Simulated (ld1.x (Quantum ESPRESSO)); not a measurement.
## Re (Z = 75): one change to a TM semilocal potential, before and after

* Element: Re
* Generator: ld1.x (Quantum ESPRESSO) 7.5
* Type: norm-conserving Troullier–Martins (semilocal form)
* Functional: PBEsol
* Relativity: scalar-relativistic
* Frozen core: [Kr] 4d10 4f14 5s2
* Valence charge: 13
* Reference configuration: 5p6 5d5 6s2 6p0
* Partial waves: 6s (bound): rc 2.80 bohr; 5p (bound): rc 1.20 bohr; 5d (bound): rc 1.55 bohr
* Local potential: the d channel
* Core correction: none

Change: form changed from semilocal to separable (Kleinman–Bylander), still TM.

Cutoffs: the cutoffs (Ry, on a coarse ladder) from which the occupation-weighted sum of valence levels, in a spherical-Bessel basis at the reference potential, stays within 10 and 1 mRy of its value at 400 Ry; they do not see the model core or the augmentation charge, which bear on the density cutoff. Errors are all-electron minus pseudo energies relative to the spin-unpolarised reference configuration.

Task: What does the change do?

Result: The potential gets neither clearly harder nor softer (110 Ry and 160 Ry → 110 Ry and 160 Ry); a bound ghost appears in p, s, which as a rule spoils a file; the number of tests that count goes from 7 to 5; of the 5 tests that both files solve, the error grows in 4 and shrinks in 1 by more than 15 % and 0.3 meV (median size 37.0 → 22.5 meV); the range in which the p phases agree narrows (upper end 4.5 → -0.4). In the semilocal form every listed channel keeps its own potential, so the choice of the local channel does not act on these tests. It acts once the file is put into the separable form. A semilocal file is local in each channel, so a ghost entry of none says nothing of the separable form that plane-wave codes build from it.

```csv
quantity,base,changed
"cutoff, loose",110 Ry,110 Ry
"cutoff, tight",160 Ry,160 Ry
bound ghosts,none,"p, s"
"tests counted (converged, no solver errors)",7 of 7,5 of 7
"error for 5p6 5d5 6s1 6p0, meV [ΔE 9.29 eV]",-8.6,-11
"error for 5p6 5d5 6s0 6p0, meV [ΔE 25.64 eV]",-37,-45
"error for 5p6 5d4 6s0 6p0, meV [ΔE 52.79 eV]",+0.1,-2.3
"error for 5p6 5d3 6s0 6p0, meV [ΔE 92.18 eV]",+41,-22
"error for 5p5 5d5 6s2 6p0, meV [ΔE 52.95 eV]",-103,-263
s: phases at 3.05 bohr within 0.05 rad from the reference energy up to (Ry; the scan ends near 5),1.9,n/a
p: phases at 3.05 bohr within 0.05 rad from the reference energy up to (Ry; the scan ends near 5),4.5,-0.4
d: phases at 3.05 bohr within 0.05 rad from the reference energy up to (Ry; the scan ends near 5),to the end of the scan,to the end of the scan
```

Base: ld1.x printed “convergence not achieved” for 4 of the counted tests; their residual had stalled under 1e-8, short of the target of 1e-14. Changed file: Tests not counted: 5p6 5d5 6s1 6p1 (an occupied level unbound or not found, printed error -2.3 eV); 5p6 5d4 6s2 6p1 (an occupied level unbound or not found, printed error -2.5 eV). ld1.x printed “convergence not achieved” for 2 of the counted tests; their residual had stalled under 1e-8, short of the target of 1e-14. A true bound ghost makes a file unfit for plane-wave use even where its test errors are small: the radial tests pick states by their node count and pass the ghost by. Where a test does run into it, the solver fails or the error is huge.
